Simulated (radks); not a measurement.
Values are calculated unless marked as measured or tabulated.
The table gives one normalised radial function P(r) = r R(r) of Ca4+ in [Ne] 3s2 3p4 (r in bohr). Code: a radial shooting solver on a logarithmic mesh with Libxc functionals. Model: non-relativistic Kohn-Sham, LDA (Slater exchange, Perdew-Wang correlation), spin-polarised, spherical densities, point nucleus; open shells are filled with parallel spins first.

r,P
0.003154,0.0024
0.003556,0.0030
0.003977,0.0038
0.004485,0.0048
0.005056,0.0061
0.005656,0.0075
0.006377,0.0095
0.007132,0.0118
0.008042,0.0149
0.008995,0.0185
0.01014,0.0232
0.01143,0.0291
0.01279,0.0359
0.01442,0.0450
0.01613,0.0553
0.01819,0.0689
0.0205,0.0857
0.02293,0.1046
0.02586,0.1293
0.02892,0.1570
0.03261,0.1926
0.03677,0.2353
0.04113,0.2824
0.04637,0.3415
0.05186,0.4056
0.05848,0.4846
0.06541,0.5683
0.07375,0.6688
0.08315,0.7799
0.093,0.8921
0.1049,1.0192
0.1173,1.1415
0.1322,1.2721
0.1491,1.3966
0.1668,1.5013
0.188,1.5942
0.2103,1.6562
0.2371,1.6893
0.2652,1.6844
0.2991,1.6372
0.3372,1.5465
0.3771,1.4252
0.4252,1.2627
0.4756,1.0896
0.5363,0.8930
0.6046,0.6986
0.6763,0.5302
0.7625,0.3734
0.8529,0.2543
0.9616,0.1575
1.084,0.0902
1.213,0.0496
1.367,0.0238
1.529,0.0109
1.724,0.0042
1.929,0.0015
2.175,0.0004
2.452,0.0001
2.743,0.0000
3.092,0.0000
3.459,0.0000
3.9,0.0000

Which n and l does it have? It may be an empty orbital.

Answer. n = 2, l = 1: the number of nodes gives n - l - 1 = 0, the rise at small r (about r^(l+1)) gives l, and the extent must fit the shell. The curve is that of 2p down; the table hardly tells the two spins apart. 2p down: eigenvalue -391.58 eV, 0 radial nodes, <r> = 0.328 bohr, 90 % of the charge inside 0.541 bohr.
